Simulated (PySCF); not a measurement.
## Assignment exercise: C$_{6}$H$_{11}$NOSi

Bonds: C1-C2, C2-C3, C3-C4, C4-N5, C3-C6, C6-O7, C3-C8, C8-Si9. C1 carries H10, H11; C2 carries H12; C4 carries H13; N5 carries H14; C6 carries H15; C8 carries H16, H17; Si9 carries H18, H19, H20.

Computed data (PySCF 2.14.0 with density-fitted response routines): coordinates at the GFN2-xTB level, shielding tensors at PBE0/pcSseg-1 (GIAO). Isolated molecule, a single conformation, non-relativistic, one averaged value for each set of equivalent atoms.

References, each an isolated molecule treated in the same way: TMS for $^{13}$C (σref 186.93) and $^{1}$H (σref 31.72).

(1) Assign these signals to the numbered atoms. $^{13}$C{$^{1}$H} NMR (computed): δ 204.3, 183.0, 140.8, 124.9, 63.7, 15.8.

(2) Assign these signals to the numbered atoms. $^{1}$H NMR (500 MHz, computed): δ 10.64 (br s, 1H), 9.80 (s, 1H), 8.53 (s, 1H), 6.14 (m, 1H), 5.68 (m, 1H), 5.28 (m, 1H), 4.22 (m, 3H), 0.79 (m, 1H), 0.76 (m, 1H).

Results:

(1) 
| δ (ppm) | atoms | environment | reason |
| --- | --- | --- | --- |
| 204.3 | C6 | carbon bonded to C, O, H | – |
| 183.0 | C4 | carbon bonded to C, N, H | – |
| 140.8 | C2 | carbon bonded to 2 C, H | – |
| 124.9 | C1 | carbon bonded to C, 2 H | – |
| 63.7 | C3 | carbon bonded to 4 C | – |
| 15.8 | C8 | carbon bonded to C, Si, 2 H | – |

(2) 
10.64 → H14, hydrogen on a nitrogen bonded to C
9.80 → H15, hydrogen on a carbon bonded to C, O
8.53 → H13, hydrogen on a carbon bonded to C, N
6.14 → H12, hydrogen on a carbon bonded to 2 C
5.68 → H10, hydrogen on a carbon bonded to C
5.28 → H11, hydrogen on a carbon bonded to C
4.22 → H18/H19/H20, hydrogen on a silicon bonded to C
0.79 → H16, hydrogen on a carbon bonded to C, Si
0.76 → H17, hydrogen on a carbon bonded to C, Si

H16 and H17 lie closer than the usual error of such a calculation, so a measured spectrum could show them in the other order.

Exchangeable OH/NH protons stand at their gas-phase positions; hydrogen bonding in a real sample shifts them, mostly to higher δ. Shifts are as computed. Against solution values, carbons near 30 ppm lie about +3 ppm off and those near 130 ppm about +5 ppm. Of 1309 compounds with measured shifts, 239 miss one by over three times the rms of a fit or turn the order of signals round; such compounds aren't used in these exercises. Multiplicities follow the n + 1 count of equivalent neighbours, as no J values were calculated; m marks all less simple cases, F and P coupling included.
